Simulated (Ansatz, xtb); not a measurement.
A geometry optimisation of C6H10Cl+ with r2SCAN-D4/def2-SVP

The starting geometry of this gas-phase singlet was built from a drawn formula by distance geometry and a force field; its bonds are those of `ClC[C+]1CCCC1`.

| atom | x (Å) | y (Å) | z (Å) |
| --- | --- | --- | --- |
| C | -2.0184 | 0.7129 | -0.7258 |
| C | -0.7887 | 0.0429 | -1.2060 |
| C | -0.7129 | -1.4453 | -1.4285 |
| C | 0.8100 | -1.6730 | -1.4728 |
| C | 1.3640 | -0.3967 | -2.0470 |
| C | 0.5250 | 0.7074 | -1.3869 |
| Cl | -2.1070 | 0.7372 | 1.0246 |
| H | -2.9349 | 0.2586 | -1.1247 |
| H | -2.0524 | 1.7991 | -1.0996 |
| H | -1.1853 | -1.9848 | -0.6653 |
| H | -1.1482 | -1.7304 | -2.3892 |
| H | 1.0449 | -2.5092 | -2.0980 |
| H | 1.1257 | -1.8829 | -0.4504 |
| H | 2.4058 | -0.2612 | -1.7911 |
| H | 1.2554 | -0.3366 | -3.0900 |
| H | 0.9318 | 0.9496 | -0.3604 |
| H | 0.4592 | 1.6344 | -1.9923 |

Problem. Predict what becomes of its bonds when it is optimised with r2SCAN-D4/def2-SVP.

Solution. It keeps its bonds, and is `ClC[C+]1CCCC1`.

The energy falls by 0.64 eV over 11 steps:

```
step  E − E(last) (eV)
   1             0.638
   2             0.116
   3             0.028
   4             0.012
   5             0.005
   7             0.001
   8             0.001
   9             0.000
  10             0.000
  11             0.000
```

Final geometry (Å):

| atom | x (Å) | y (Å) | z (Å) |
| --- | --- | --- | --- |
| C | -2.0508 | 0.7391 | -0.7857 |
| C | -0.8150 | 0.0480 | -1.2036 |
| C | -0.7046 | -1.3939 | -1.4070 |
| C | 0.8027 | -1.6908 | -1.4036 |
| C | 1.3945 | -0.4098 | -2.0081 |
| C | 0.4758 | 0.6994 | -1.4607 |
| Cl | -1.7501 | 0.5167 | 0.9850 |
| H | -2.9812 | 0.2212 | -1.0560 |
| H | -2.0879 | 1.8123 | -1.0120 |
| H | -1.3889 | -2.0156 | -0.8078 |
| H | -1.0876 | -1.4717 | -2.4616 |
| H | 1.0564 | -2.6009 | -1.9632 |
| H | 1.1371 | -1.8327 | -0.3619 |
| H | 2.4488 | -0.2472 | -1.7480 |
| H | 1.3252 | -0.4308 | -3.1087 |
| H | 0.8225 | 1.0435 | -0.4589 |
| H | 0.3771 | 1.6353 | -2.0414 |

From the same start GFN2-xTB reaches the same bonding as this run.

The end wasn't checked by frequencies. Run with Ansatz 0.2.0, 32 s on 4 threads of Arm Neoverse V2, with other jobs on the host.
